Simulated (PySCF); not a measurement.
Positional isomers: styrene fluoro+silyl. Isolated molecules, 0 K electronic values unless said otherwise. One relaxed conformer stands for each flexible species; it need not be the lowest. Strings in code marks are SMILES.

Calculation: PBE0-D3(BJ)/def2-TZVP // PBE0-D3(BJ)/def2-SVP run with PySCF. All candidates: neutral, multiplicity 1. Excitations are Tamm–Dancoff values on a coarser integration grid. The basis has no diffuse functions, so Rydberg states are missing or too high.

| Property | Result |
|---|---|
| T1 excitation (TDA) | 3.31 eV |
| brightest of the four lowest singlets (TDA) | 5.16 eV |
| S1 excitation (TDA) | 4.96 eV |

**Question.** Say which member has these values.
A. `C=Cc1cc(F)ccc1[SiH3]` (C–C–C–C torsion 20°)
B. `C=C([SiH3])c1ccc(F)cc1` (Si–C–C–C torsion 33°)
C. `C=C(F)c1cccc([SiH3])c1` (F–C–C–C torsion 179°)
D. `C=Cc1ccc([SiH3])cc1F` (C–C–C–C torsion 0°)

**Answer.** B, `C=C([SiH3])c1ccc(F)cc1` (Si–C–C–C torsion 33°). The others give `C=Cc1ccc([SiH3])cc1F` (C–C–C–C torsion 0°): 3.00 eV, 5.09 eV, 4.68 eV; `C=C(F)c1cccc([SiH3])c1` (F–C–C–C torsion 179°): 3.15 eV, 5.96 eV, 4.78 eV; `C=Cc1cc(F)ccc1[SiH3]` (C–C–C–C torsion 20°): 3.14 eV, 5.17 eV, 4.76 eV
